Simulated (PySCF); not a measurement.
Correlation energy of O²⁺ (oxygen, charge +2)

[He] 2s1 2p2 3s1, high-spin 5P determinant (an excited configuration). Computed with PySCF 2.14 in aug-cc-pCVTZ-DK (7s6p4d2f, 59 functions), with scalar relativity by spin-free X2C-1e. Frozen: nothing; 6 electrons correlated.

```
  level  correlation energy (mhartree)
   CCSD                         -75.34
    (T)                          -0.23
CCSD(T)                         -75.57
```

Diagnostics: T1 = 0.0031, D1 = 0.0103, largest double amplitude 0.042.

The outer electron is Rydberg-like, and this basis confines it to a smaller radius and binds it less than a complete one would.

Cost of the coupled-cluster step: about 7 core-seconds, for 6 correlated electrons.

Iterations:

```
CC2 = 0
CCSD nocc = (np.int64(5), np.int64(1)), nmo = (59, 59)
frozen orbitals [[], []]
max_cycle = 100
direct = 0
conv_tol = 1e-08
conv_tol_normt = 1e-06
diis_space = 8
diis_start_cycle = 0
Init t2, MP2 energy = -0.0680053859356709
Init E_corr(UCCSD) = -0.0680053859357341
cycle = 1  E_corr(UCCSD) = -0.0734961453173888  dE = -0.00549075938  norm(t1,t2) = 0.0176028
cycle = 2  E_corr(UCCSD) = -0.0745236838652775  dE = -0.00102753855  norm(t1,t2) = 0.00910733
cycle = 3  E_corr(UCCSD) = -0.0752783497710927  dE = -0.000754665906  norm(t1,t2) = 0.00595887
cycle = 4  E_corr(UCCSD) = -0.0752605304329827  dE = 1.78193381e-05  norm(t1,t2) = 0.00275543
cycle = 5  E_corr(UCCSD) = -0.0753505200794457  dE = -8.99896465e-05  norm(t1,t2) = 0.000927542
cycle = 6  E_corr(UCCSD) = -0.075341333250681  dE = 9.18682876e-06  norm(t1,t2) = 0.000196222
cycle = 7  E_corr(UCCSD) = -0.0753446288710334  dE = -3.29562035e-06  norm(t1,t2) = 3.45095e-05
cycle = 8  E_corr(UCCSD) = -0.0753436852491069  dE = 9.43621927e-07  norm(t1,t2) = 6.93899e-06
cycle = 9  E_corr(UCCSD) = -0.0753438414959115  dE = -1.56246805e-07  norm(t1,t2) = 1.06179e-06
cycle = 10  E_corr(UCCSD) = -0.0753438225926193  dE = 1.89032921e-08  norm(t1,t2) = 1.98605e-07
cycle = 11  E_corr(UCCSD) = -0.0753438226814995  dE = -8.88801532e-11  norm(t1,t2) = 3.40402e-08
UCCSD converged
E(UCCSD) = -71.7639807396184  E_corr = -0.07534382268149949
UCCSD(T) correction = -0.000228174356133529
```
